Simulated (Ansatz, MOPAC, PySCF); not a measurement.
Ligands exchanged one at a time, Al Cl-I. Gas-phase values, no solvent. Strings in code marks are SMILES.

Quantity: vertical ionisation energy (energy after one electron is removed minus that of the parent at the parent's geometry), in eV.

Level 1: frozen-core CCSD(T)/def2-TZVPP // PBE0-D3(BJ)/def2-TZVP (Ansatz, an electronic-structure program)
Level 2: minus the HOMO energy of AM1 // PBE0-D3(BJ)/def2-TZVP (MOPAC)
Level 3: minus the HOMO energy of B3LYP/6-31G* (LANL2DZ on I) // PBE0-D3(BJ)/def2-TZVP (PySCF)
Level 4: HF/6-31G* (LANL2DZ on I) // PBE0-D3(BJ)/def2-TZVP (PySCF)

```tsv
species	level 2	level 3	level 4
`[Cl][Al]([Cl])[I]`	11.03	8.01	9.87
```

**Question.** What does level 1 give for each?

**Answer.** 
- `[Cl][Al]([Cl])[I]`: 10.37
